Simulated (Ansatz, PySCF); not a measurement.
B(OH)2(OSiH3) (BH5O3Si), SMILES OB(O[SiH3])O. Atoms are numbered in the order given.

```xyz
10

B      0.0448    -0.9627     0.0000
O      0.8500    -2.0677     0.0000
H      0.3900    -2.9130     0.0000
O     -1.3304    -0.9933     0.0000
H     -1.7371    -1.8657     0.0000
O      0.6521     0.2560     0.0000
Si     0.0148     1.8016     0.0000
H     -0.8132     2.0348    -1.2171
H     -0.8132     2.0348     1.2171
H      1.1679     2.7399     0.0000
```

Geometry optimised at B3LYP-D3(BJ)/def2-SVP. The values are those of a single conformer.

Vertical ionisation energy (IE) and electron affinity (EA) in eV. Rows of orbital energies are one-electron estimates. Where ΔSCF, EOM or ADC give a negative EA the extra electron is unbound and the value depends on the basis.

```json
[
 {"level": "−ε(HOMO), −ε(LUMO), CAM-B3LYP/def2-TZVP (PySCF)", "IE": "10.26", "EA": "-0.70"},
 {"level": "−ε(HOMO), −ε(LUMO), PBE/def2-TZVP (PySCF)", "IE": "7.33", "EA": "0.92"},
 {"level": "ΔSCF, PBE0/def2-SVPD (Ansatz), final states of multiplicity 2 and 2", "IE": "10.99", "EA": "-0.61"},
 {"level": "ΔSCF, PBE/def2-SVPD (Ansatz), final states of multiplicity 2 and 2", "IE": "10.48", "EA": "-0.45"}
]
```

Problem. What vertical singlet–triplet gap does ΔSCF give with PBE0/def2-SVPD (Ansatz, a first-principles code) and with PBE/def2-SVPD (Ansatz)? (The exact figures need the calculation; the answer reports its results.)

Solution. 7.17 and 6.47 eV (triplet above singlet where positive).
